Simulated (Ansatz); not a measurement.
CH3BSi, SMILES `B=C=[SiH2]` (charge 0, multiplicity 1).

Method: CAM-B3LYP/cc-pVTZ // PBE0-D3(BJ)/def2-TZVP in Ansatz (a first-principles code).

Ansatz 0.2 input:
```yaml
crystal:
  periodic: [false, false, false]
  atoms:
    - { symbol: B, position_ang: [1.817867, 0.069634, 0.088289] }
    - { symbol: C, position_ang: [0.470565, 0.017777, 0.022822] }
    - { symbol: Si, position_ang: [-1.200741, -0.046069, -0.058306] }
    - { symbol: H, position_ang: [2.989919, 0.114788, 0.145222] }
    - { symbol: H, position_ang: [-2.083496, 1.142015, -0.137933] }
    - { symbol: H, position_ang: [-1.994112, -1.298145, -0.060095] }
basis:
  gaussian: { orbitals: cc-pVTZ }
hamiltonian:
  xc: cam_b3lyp
```

Output:

```
Functional definition: CAM-B3LYP
840 factors; their error is unknown
216 factors; integrals over basis functions are off by at most 6.1e-5 eV
mean field evaluation 1: about -9628.3476 eV, gradient 5.8e1 eV
mean field evaluation 2: about -9618.7168 eV, gradient 7.4e1 eV
mean field evaluation 4: about -9636.2543 eV, gradient 4.6e0 eV
mean field evaluation 8: about -9636.3208 eV, gradient 3.9e-2 eV
mean field evaluation 16: about -9636.3334 eV, gradient 5.1e-5 eV
mean field -9636.33344421 eV, -354.1287223334 hartree, gradient 5.1e-5 eV, S^2 0.000000; 0 other end points of the search recorded, 0 dependent functions left out
reference -9636.33356368 eV, -354.1287267239 hartree; 14, 14 occupied and 122, 122 virtual orbitals, 840 factors
Total energy: -9636.33356368 eV, -354.1287267239 hartree
```
